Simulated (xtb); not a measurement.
Job for xtb: GFN-FF on OH (SMILES [OH]).

```
$ xtb mol.xyz --gfnff --sp --chrg 0 --uhf 1
2

O     -0.00000000     0.00000000     0.48836343
H      0.00000000    -0.00000000    -0.48836343
```

Program output:

```
[...]
           -------------------------------------------------
          |                Calculation Setup                |
           -------------------------------------------------



          ==================== Thresholds ====================
          CN  :   150.00000
          rep :   500.00000
          disp:  2500.00000
          HB1 :   250.00000
          HB2 :   450.00000

          Pauling EN used:
          Z : 1  EN :  2.20
          Z : 8  EN :  3.44
          electric field strengths (au): 0.000

           -------------------------------------------------
          |           Force Field Initialization            |
           -------------------------------------------------

          distances ...
          ----------------------------------------
          generating topology and atomic info file ...
          pair mat ...
          computing topology distances matrix with Floyd-Warshall algo ...
          making topology EEQ charges ...
          #fragments for EEQ constrain: 1
          ----------------------------------------
          generating topology and atomic info file ...
          pair mat ...
          computing topology distances matrix with Floyd-Warshall algo ...
          making topology EEQ charges ...
          #fragments for EEQ constrain: 1
          rings ...
          # BATM   0
          # H in HB   1
          doing iterative Hueckel for 1 subsystem(s) ...

  atom   neighbors  erfCN metchar sp-hybrid imet pi  qest     coordinates
    1  O       1    0.97   0.00         1    0    0  -0.385   -0.000000    0.000000    0.922873
    2  H       1    0.97   0.01         0    0    0   0.385    0.000000   -0.000000   -0.922873

          #atoms :   2
          #bonds :   1
          #angl  :   0
          #tors  :   0
          #nmol  :   1
          #optfrag :   1
           -------------------------------------------------
          |                   G F N - F F                   |
          |          A general generic force-field          |
          |                  Version 1.0.3                  |
           -------------------------------------------------
          Number of HB bonds (bound hydrogen)     0
          Number of HB bonds (unbound hydrogen)   0
          Number of XB bonds                      0

 E+G (total)                   0 d,  0 h,  0 min,  0.000 sec
 distance/D3 list               ...        0 min,  0.000 sec (  0.998%)
 non bonded repulsion           ...        0 min,  0.000 sec ( 14.624%)
 dCN                            ...        0 min,  0.000 sec ( 10.058%)
 EEQ energy and q               ...        0 min,  0.000 sec ( 15.305%)
 D3                             ...        0 min,  0.000 sec ( 24.989%)
 EEQ gradient                   ...        0 min,  0.000 sec (  3.908%)
 bonds                          ...        0 min,  0.000 sec (  7.872%)
 bend and torsion               ...        0 min,  0.000 sec (  0.824%)
 bonded ATM                     ...        0 min,  0.000 sec (  0.527%)
 HB/XB (incl list setup)        ...        0 min,  0.000 sec ( 12.056%)

         :::::::::::::::::::::::::::::::::::::::::::::::::::::
         ::                     SUMMARY                     ::
         :::::::::::::::::::::::::::::::::::::::::::::::::::::
         :: total energy              -0.232984662630 Eh    ::
         :: gradient norm              0.089711137225 Eh/a0 ::
         ::.................................................::
         :: bond energy               -0.169722253176 Eh    ::
         :: angle energy               0.000000000000 Eh    ::
         :: torsion energy             0.000000000000 Eh    ::
         :: repulsion energy           0.012466437248 Eh    ::
Note: The following floating-point exceptions are signalling: IEEE_UNDERFLOW_FLAG IEEE_DENORMAL
normal termination of xtb
         :: electrostat energy        -0.075670249273 Eh    ::
         :: dispersion energy         -0.000058597429 Eh    ::
         :: HB energy                  0.000000000000 Eh    ::
         :: XB energy                  0.000000000000 Eh    ::
         :: bonded atm energy          0.000000000000 Eh    ::
         :: external energy            0.000000000000 Eh    ::
         :: add. restraining           0.000000000000 Eh    ::
         :: total charge               0.000000000000 e     ::
         :::::::::::::::::::::::::::::::::::::::::::::::::::::

           -------------------------------------------------
          |                Property Printout                |
           -------------------------------------------------

molecular dipole:
                 x           y           z       tot (Debye)
 q only:        0.000       0.000      -0.865       2.200

           -------------------------------------------------
          | TOTAL ENERGY               -0.232984662630 Eh   |
          | GRADIENT NORM               0.089711137225 Eh/α |
           -------------------------------------------------
########################################################################
[WARNING] Runtime exception occurred
-1- gfnff_setup: Could not read topology file.
########################################################################

------------------------------------------------------------------------
------------------------------------------------------------------------
 total:
 SCF:
```

The run finished.

Cost: very roughly 0.020 core-seconds.
